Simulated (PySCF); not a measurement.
# Mayer bond orders and bond lengths

C₆H₁₁Cl.
Numbering: `[Cl:1][CH:2]1[CH2:3][CH2:4][CH2:5][CH2:6][CH2:7]1` (hydrogens: H8 on C2; H9, H10 on C3; H11, H12 on C4; H13, H14 on C5; H15, H16 on C6; H17, H18 on C7)

Geometry (GFN2-xTB, Å), atoms numbered from 1 in this order:
```xyz
18
C6H11Cl angstrom
Cl     1.9041   -0.3251    1.6648
C      1.4567   -0.0192   -0.0471
C      0.6414   -1.1911   -0.5776
C     -0.7253   -1.2718    0.0971
C     -1.4839    0.0408   -0.0711
C     -0.6782    1.1912    0.5239
C      0.6885    1.2918   -0.1477
H      2.4105    0.0549   -0.5779
H      1.1910   -2.1219   -0.4252
H      0.5105   -1.0470   -1.6534
H     -0.5888   -1.4768    1.1603
H     -1.2967   -2.0949   -0.3354
H     -2.4540   -0.0261    0.4246
H     -1.6610    0.2285   -1.1333
H     -0.5398    1.0216    1.5930
H     -1.2155    2.1330    0.3981
H      1.2714    2.0965    0.3042
H      0.5600    1.5219   -1.2089
```

Bond orders from the PBE0/pcSseg-1 density (PySCF). The structure is a single GFN2-xTB conformer in the gas phase; no vibrational or solvent corrections.

Q: How far do the computed orders between heavy atoms stray from the drawn ones?

A: The largest departure is 0.036, at C4–C5 (drawn single, 1.036) and C5–C6 (drawn single, 1.036).

Q: Give the Mayer order of every bond, beside its length.

A: 
```json
{"bond": "Cl1–C2", "drawn as": "single", "length (Å)": "1.796", "Mayer order": "0.982"}
{"bond": "C2–C3", "drawn as": "single", "length (Å)": "1.523", "Mayer order": "0.998"}
{"bond": "C3–C4", "drawn as": "single", "length (Å)": "1.526", "Mayer order": "1.031"}
{"bond": "C4–C5", "drawn as": "single", "length (Å)": "1.525", "Mayer order": "1.036"}
{"bond": "C5–C6", "drawn as": "single", "length (Å)": "1.525", "Mayer order": "1.036"}
{"bond": "C6–C7", "drawn as": "single", "length (Å)": "1.526", "Mayer order": "1.031"}
{"bond": "C7–C2", "drawn as": "single", "length (Å)": "1.523", "Mayer order": "0.998"}
{"bond": "C2–H8", "drawn as": "single", "length (Å)": "1.094", "Mayer order": "0.946"}
{"bond": "C3–H9", "drawn as": "single", "length (Å)": "1.092", "Mayer order": "0.948"}
{"bond": "C3–H10", "drawn as": "single", "length (Å)": "1.093", "Mayer order": "0.936"}
{"bond": "C4–H11", "drawn as": "single", "length (Å)": "1.091", "Mayer order": "0.941"}
{"bond": "C4–H12", "drawn as": "single", "length (Å)": "1.091", "Mayer order": "0.956"}
{"bond": "C5–H13", "drawn as": "single", "length (Å)": "1.091", "Mayer order": "0.955"}
{"bond": "C5–H14", "drawn as": "single", "length (Å)": "1.093", "Mayer order": "0.947"}
{"bond": "C6–H15", "drawn as": "single", "length (Å)": "1.091", "Mayer order": "0.941"}
{"bond": "C6–H16", "drawn as": "single", "length (Å)": "1.091", "Mayer order": "0.956"}
{"bond": "C7–H17", "drawn as": "single", "length (Å)": "1.092", "Mayer order": "0.948"}
{"bond": "C7–H18", "drawn as": "single", "length (Å)": "1.093", "Mayer order": "0.936"}
```

Bonds between the same two heavy elements. C–C: lowest C2–C3 and C7–C2 (0.998, 1.523 Å), highest C4–C5 and C5–C6 (1.036, 1.525 Å); in 4 of the 15 pairs the longer bond (by over 0.003 Å) has the higher order (by 0.02 or more). Bonds named together lie within 0.004.

Q: Sum the orders of all bonds at each heavy atom with more than one neighbour and set the sums beside the valence in the SMILES.

A: C2 3.924 (drawn 4), C3 3.913 (drawn 4), C4 3.964 (drawn 4), C5 3.974 (drawn 4), C6 3.964 (drawn 4), C7 3.913 (drawn 4). Orders between atoms that aren't bonded are not in these sums.

Mayer orders depend on the basis set.

These values come from a run that also computed NMR shieldings. On one thread of an Arm Neoverse N1, on a shared host, this took 41 s wall.
